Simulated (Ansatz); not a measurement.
Species: chlorosilane, sum formula SiH₃Cl, charge 0, multiplicity 1. SMILES: [SiH3]Cl
Geometry: optimised at B3LYP-D3(BJ)/def2-TZVP (Ansatz, an electronic-structure program).

Wanted: vertical ionisation energy (to the doublet state of charge +1; each state is the SCF solution reached for its spin; the molecule has degenerate orbitals, so one determinant may break the symmetry), in eV. Cores are frozen in the correlated levels unless marked. Open shells are spin-unrestricted. No spin-orbit coupling. No relativistic terms. CBS marks a two-point X^-3 extrapolation of the correlation energy; Hartree-Fock from the larger set. The bracket is a focal-point correction in the basis named.

```json
[
 {"level": "r2SCAN/def2-TZVPD", "program": "Ansatz", "vertical ionisation energy (eV)": "(withheld)"},
 {"level": "wB97M-V/def2-TZVPD", "program": "Ansatz", "vertical ionisation energy (eV)": "11.66"},
 {"level": "SCS-MP2/def2-TZVPPD", "program": "Ansatz", "vertical ionisation energy (eV)": "11.90"},
 {"level": "CCSD/aug-cc-pV(T+d)Z", "program": "Ansatz", "vertical ionisation energy (eV)": "(withheld)"},
 {"level": "RI-MP2/CBS(aug-cc-pV(T+d)Z,aug-cc-pV(Q+d)Z)+[CCSD(T)-MP2]/aug-cc-pV(T+d)Z", "program": "Ansatz", "vertical ionisation energy (eV)": "11.90"}
]
```

### Question
Some entries are withheld; supply them.

### Answer

- r2SCAN/def2-TZVPD, vertical ionisation energy (eV): 11.33
- CCSD/aug-cc-pV(T+d)Z, vertical ionisation energy (eV): 11.72
